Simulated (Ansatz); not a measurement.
Potential energy curve for Ga₂, triplet.

Computed with: ROMP2 = MP2 on ROHF/cc-pVTZ, cores with 3d frozen (Ansatz, a program for electronic structure); UMP2 = MP2 on UHF/cc-pVTZ, cores with 3d frozen (Ansatz); ROCCSDT(Q) = Ansatz with CCSDT(Q)/B on ROHF/cc-pVTZ, cores with 3d frozen.

Energies are in kJ/mol, each relative to the lowest point of its own curve near equilibrium.

```tsv
R / Å	ROMP2	UMP2	ROCCSDT(Q)
2.54	7.4	7.4	8.7
2.62	2.0	2.0	2.8
2.70	0.0	0.0	0.3
2.74	0.0	0.0	0.0
2.92	6.3	6.0	4.6
3.00	11.3	11.0	8.8
3.07	16.5	16.1	13.2
3.38	48.2	50.8	36.1
3.71	78.2	78.0	60.5
4.05	94.4	93.4	81.1
4.50	105.8	104.2	—
4.91	111.3	109.5	—
5.28	114.3	112.3	—
5.90	117.0	114.9	—
6.64	118.4	116.2	—
7.36	119.0	116.8	—
7.96	119.3	117.1	—
```

At the longest distance, 7.96 Å, ROMP2 lies highest above its minimum (119.3 kJ/mol) and UMP2 lowest (117.1 kJ/mol).

A dash means that the run gave no value there, or that the column was ended at a point which the program doubted or which failed a test of continuity chosen for this set; such a test can also cut sound points.

The scan ran from 2.17 to 7.96 Å; beyond the distances shown full CI changes its symmetry label. The T1 diagnostic of CCSD on the restricted reference of ROMP2, ROCCSDT(Q) exceeds 0.045 at 3.38 to 4.05 Å.
